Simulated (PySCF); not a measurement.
**Xe (xenon, neutral) across methods**

[Kr] 4d10 5s1 5p6 6p1, high-spin 3P determinant (an excited configuration). Calculation: PySCF 2.14, in aug-cc-pVQZ-PP with one added diffuse shell each of s, p, d, f, g type with ECP28MDF (8s8p6d4f3g, 117 functions); a scalar-relativistic core potential. The B2PLYP total includes its PT2 part (frozen core); its orbital energies are those of the SCF part.

```json
{"method": "UHF", "E (hartree)": "-327.41426", "mean ε 5p α (eV)": "-19.248", "mean ε 5p β (eV)": "-16.181", "mean ε 6p α (eV)": "-2.276", "Σ⟨r²⟩ (bohr²)": "129.3", "⟨S²⟩": "2.013"}
{"method": "PBE", "E (hartree)": "-328.5419", "mean ε 5p α (eV)": "-13.960", "mean ε 5p β (eV)": "-13.226", "mean ε 6p α (eV)": "-1.505", "Σ⟨r²⟩ (bohr²)": "114.3", "⟨S²⟩": "2.001"}
{"method": "TPSSh", "E (hartree)": "-328.4454", "mean ε 5p α (eV)": "-14.748", "mean ε 5p β (eV)": "-13.750", "mean ε 6p α (eV)": "-1.549", "Σ⟨r²⟩ (bohr²)": "115.9", "⟨S²⟩": "2.002"}
{"method": "PBE0", "E (hartree)": "-328.5465", "mean ε 5p α (eV)": "-15.497", "mean ε 5p β (eV)": "-14.253", "mean ε 6p α (eV)": "-1.770", "Σ⟨r²⟩ (bohr²)": "116.5", "⟨S²⟩": "2.002"}
{"method": "B2PLYP", "E (hartree)": "-328.2680", "mean ε 5p α (eV)": "-16.807", "mean ε 5p β (eV)": "-14.971", "mean ε 6p α (eV)": "-1.877", "Σ⟨r²⟩ (bohr²)": "121.4", "⟨S²⟩": "2.005"}
{"method": "r2SCAN", "E (hartree)": "-328.6597", "mean ε 5p α (eV)": "-14.518", "mean ε 5p β (eV)": "-13.527", "mean ε 6p α (eV)": "-1.458", "Σ⟨r²⟩ (bohr²)": "115.9", "⟨S²⟩": "2.004"}
{"method": "CAM-B3LYP", "E (hartree)": "-328.5292", "mean ε 5p α (eV)": "-16.833", "mean ε 5p β (eV)": "-15.561", "mean ε 6p α (eV)": "-2.077", "Σ⟨r²⟩ (bohr²)": "119.4", "⟨S²⟩": "2.002"}
{"method": "LDA", "E (hartree)": "-328.1053", "mean ε 5p α (eV)": "-14.056", "mean ε 5p β (eV)": "-13.414", "mean ε 6p α (eV)": "-1.469", "Σ⟨r²⟩ (bohr²)": "114.3", "⟨S²⟩": "2.001"}
```

Energies and moments cover only the electrons outside the core potential. The outer electron is Rydberg-like, and this basis confines it to a smaller radius and binds it less than a complete one would.
